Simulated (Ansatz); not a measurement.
Mulliken charges of BH₅O₂SiTe, SMILES `OB(O)[Te][SiH3]` from PBE/def2-TZVPP in Ansatz (PBE0-D4/def2-TZVP geometry).

```
atom   x (Å)   y (Å)   z (Å)  charge (e)
  O1  -1.901  -1.637  -1.312      -0.240
  B2  -0.892  -0.984  -0.691       0.136
  O3   0.103  -1.679  -0.088      -0.252
 Te4  -1.038   1.206  -0.795      -0.009
 Si5   0.869   1.649   0.737       0.077
  H6  -1.794  -2.594  -1.273       0.198
  H7   0.800  -1.133   0.289       0.213
  H8   1.655   2.803   0.239      -0.030
  H9   1.764   0.452   0.765      -0.061
 H10   0.434   1.916   2.131      -0.031
```

Problem. By hand: the dipole of these point charges (1 e Å = 4.8032 D).

Solution. Σ q r = (0.030, -0.128, -0.003) e Å, of length 0.132 e Å = 0.63 D.

Problem. How does the dipole of the full density compare? (Best estimate.)

Solution. Ansatz gave: (0.232, -0.161, 0.137) e Å, 1.51 D; the point charges give 0.42 times that, at 49° from its direction.

Point charges leave out the atoms' own dipoles, such as those of lone pairs, and Mulliken's split depends on the basis, so the two needn't agree.
